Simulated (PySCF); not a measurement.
C2H8O2Si, SMILES C[C@H](O)[SiH2]O. Atoms are numbered in the order given.

```xyz
13

C      2.0737    -0.3576     0.4336
C      0.8297     0.2012    -0.2257
O      0.5065     1.5161     0.2452
Si    -0.7780    -0.7997    -0.0350
O     -1.9816     0.2197    -0.5721
H      1.9172    -0.5260     1.5130
H      2.3558    -1.3252    -0.0102
H      2.9227     0.3348     0.3170
H      1.0202     0.3295    -1.3056
H      0.5013     1.4868     1.2098
H     -0.8220    -2.0627    -0.8258
H     -0.9286    -1.1265     1.4229
H     -1.6932     1.1367    -0.4624
```
Charge 0, spin multiplicity 1.

The structure is a stationary point at PBE0-D3(BJ)/def2-SVP. The structure was generated by enumeration; whether it is a known compound was not checked. One conformer was computed; it need not be the lowest.

All values below come from M06-2X/def2-TZVP (PySCF).

ESP charges are fitted to the potential on shells at 1.4 to 2.0 van der Waals radii. Atomic charges (e):

| atom | meta-Löwdin | ESP fit | Löwdin |
|---|---|---|---|
| C1 | … | -0.62 | -0.33 |
| C2 | -0.11 | 0.21 | -0.49 |
| O3 | … | -0.62 | -0.04 |
| Si4 | … | 0.42 | 0.20 |
| O5 | -0.77 | -0.60 | -0.15 |
| H6 | 0.10 | 0.15 | 0.12 |
| H7 | 0.12 | 0.16 | 0.13 |
| H8 | 0.12 | 0.18 | 0.13 |
| H9 | … | 0.10 | 0.15 |
| H10 | 0.33 | 0.41 | 0.18 |
| H11 | … | -0.07 | -0.04 |
| H12 | … | -0.10 | -0.04 |
| H13 | 0.35 | 0.39 | 0.18 |

### Question
What belongs in the gaps? (The exact figures need the calculation; the answer reports its results.)

### Answer

- C1, meta-Löwdin: -0.34
- O3, meta-Löwdin: -0.55
- Si4, meta-Löwdin: 0.89
- H9, meta-Löwdin: 0.12
- H11, meta-Löwdin: -0.11
- H12, meta-Löwdin: -0.14

### Question
Give the Mayer and Wiberg (Löwdin basis) orders of the bonds. (Estimate from the structure and the level; the computed values follow.)

### Answer

| bond | Mayer | Wiberg |
|---|---|---|
| C1–C2 | 0.97 | 1.32 |
| C2–O3 | 0.88 | 1.49 |
| C2–Si4 | 0.99 | 1.04 |
| Si4–O5 | 1.14 | 1.66 |
| C1–H6 | 0.95 | 0.90 |
| C1–H7 | 0.96 | 0.89 |
| C1–H8 | 0.97 | 0.90 |
| C2–H9 | 0.93 | 0.82 |
| O3–H10 | 0.88 | 1.02 |
| Si4–H11 | 0.96 | 0.94 |
| Si4–H12 | 0.93 | 0.93 |
| O5–H13 | 0.85 | 1.00 |
